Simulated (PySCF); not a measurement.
**LaS: frontier orbitals**

UHF at R = 2.365 Å; PySCF, spin-free X2C with a Gaussian nucleus, basis sets La x2c-SVPall, S x2c-SVPall. State: doublet, about 0.1 electrons in the 4f shell (Mulliken). Only the outer orbitals are listed, counted within each symmetry.

```json
{"spin": "α", "orbital": "14σ", "occ.": "1", "ε (eV)": "-29.90", "on La (%)": "88", "main shells (%)": "88 La p, 9 S s"}
{"spin": "α", "orbital": "7π", "occ.": "1", "ε (eV)": "-28.77", "on La (%)": "100", "main shells (%)": "100 La p"}
{"spin": "α", "orbital": "7π", "occ.": "1", "ε (eV)": "-28.77", "on La (%)": "100", "main shells (%)": "100 La p"}
{"spin": "α", "orbital": "15σ", "occ.": "1", "ε (eV)": "-21.06", "on La (%)": "17", "main shells (%)": "83 S s, 10 La p"}
{"spin": "α", "orbital": "16σ", "occ.": "1", "ε (eV)": "-8.84", "on La (%)": "28", "main shells (%)": "69 S p, 23 La d"}
{"spin": "α", "orbital": "8π", "occ.": "1", "ε (eV)": "-8.61", "on La (%)": "25", "main shells (%)": "74 S p, 20 La d"}
{"spin": "α", "orbital": "8π", "occ.": "1", "ε (eV)": "-8.61", "on La (%)": "25", "main shells (%)": "74 S p, 20 La d"}
{"spin": "α", "orbital": "17σ", "occ.": "1", "ε (eV)": "-5.53", "on La (%)": "99", "main shells (%)": "78 La s, 13 La p, 9 La d"}
{"spin": "α", "orbital": "9π", "occ.": "0", "ε (eV)": "0.44", "on La (%)": "99", "main shells (%)": "70 La p, 29 La d"}
{"spin": "α", "orbital": "9π", "occ.": "0", "ε (eV)": "0.44", "on La (%)": "99", "main shells (%)": "70 La p, 29 La d"}
{"spin": "α", "orbital": "18σ", "occ.": "0", "ε (eV)": "0.86", "on La (%)": "95", "main shells (%)": "43 La d, 42 La p, 10 La s"}
{"spin": "β", "orbital": "14σ", "occ.": "1", "ε (eV)": "-29.61", "on La (%)": "87", "main shells (%)": "86 La p, 10 S s"}
{"spin": "β", "orbital": "7π", "occ.": "1", "ε (eV)": "-28.58", "on La (%)": "100", "main shells (%)": "100 La p"}
{"spin": "β", "orbital": "7π", "occ.": "1", "ε (eV)": "-28.58", "on La (%)": "100", "main shells (%)": "100 La p"}
{"spin": "β", "orbital": "15σ", "occ.": "1", "ε (eV)": "-21.24", "on La (%)": "17", "main shells (%)": "83 S s, 11 La p"}
{"spin": "β", "orbital": "16σ", "occ.": "1", "ε (eV)": "-8.93", "on La (%)": "25", "main shells (%)": "73 S p, 19 La d"}
{"spin": "β", "orbital": "8π", "occ.": "1", "ε (eV)": "-8.74", "on La (%)": "22", "main shells (%)": "78 S p, 17 La d"}
{"spin": "β", "orbital": "8π", "occ.": "1", "ε (eV)": "-8.74", "on La (%)": "22", "main shells (%)": "78 S p, 17 La d"}
{"spin": "β", "orbital": "17σ", "occ.": "0", "ε (eV)": "-0.18", "on La (%)": "99", "main shells (%)": "84 La s, 9 La p"}
{"spin": "β", "orbital": "3δ", "occ.": "0", "ε (eV)": "1.49", "on La (%)": "100", "main shells (%)": "100 La d"}
{"spin": "β", "orbital": "3δ", "occ.": "0", "ε (eV)": "1.49", "on La (%)": "100", "main shells (%)": "100 La d"}
```

Problem. Which are the highest filled and the lowest empty level, where do they sit, and how wide is the gap?

Solution. Highest filled α 17σ at -5.53 eV (in %: 78 La s, 13 La p, 9 La d); lowest empty β 17σ at -0.18 eV (in %: 84 La s, 9 La p); the gap at UHF is 5.35 eV.

```json
{
  "bond order (Mayer)": "2.30",
  "⟨S²⟩": "0.756",
  "charge on La (Mulliken, basis-dependent)": "0.46",
  "charge on La (Löwdin, basis-dependent)": "0.06",
  "dipole moment (positive dipole means La(−)S(+))": "-6.37 D"
}
```

Spin–orbit coupling is left out. With d or f electrons several states lie close, and the lowest PBE0 determinant need not be the measured ground state.
